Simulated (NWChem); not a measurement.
Species: HSe anion

Program: NWChem. Structure relaxed at the B3LYP/def2-SVPD level. Level: PBE0/def2-SVPD; rows give the wavelength of the field.

For field 1065 nm:

```yaml
isotropic polarisability (bohr³): 61.0
anisotropy (bohr³): 16.6
```

How do the values read with field static instead?

isotropic polarisability (bohr³): 58.9
anisotropy (bohr³): 14.6
